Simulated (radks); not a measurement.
The mean radii <r> (bohr) of the occupied orbitals of an atom or ion are listed with their occupations. All-electron calculation, Dirac Kohn-Sham, PBE, spin-unpolarised, spherical densities, finite nucleus; Fermi nuclear charge, rms radius of each element as measured or else 0.836 A^(1/3) + 0.57 fm. Program: a radial shooting solver on a logarithmic mesh with Libxc functionals.

orbital  occ.     <r>
1s1/2       2  0.4208
2s1/2       2   2.603

Name the element and its charge. Open shells, if any, fill j = l - 1/2 first.

Answer. Z = 4, beryllium, charge 0: Be in [He] 2s2. The 1s radius gives Z: for a bare nucleus <r> = (2 gamma + 1)/(2Z) with gamma = sqrt(1 - (Z/c)^2), 0.3749 bohr for Z = 4, and screening makes it slightly larger (0.4208 here). The occupations add up to 4, and the charge is Z minus that.
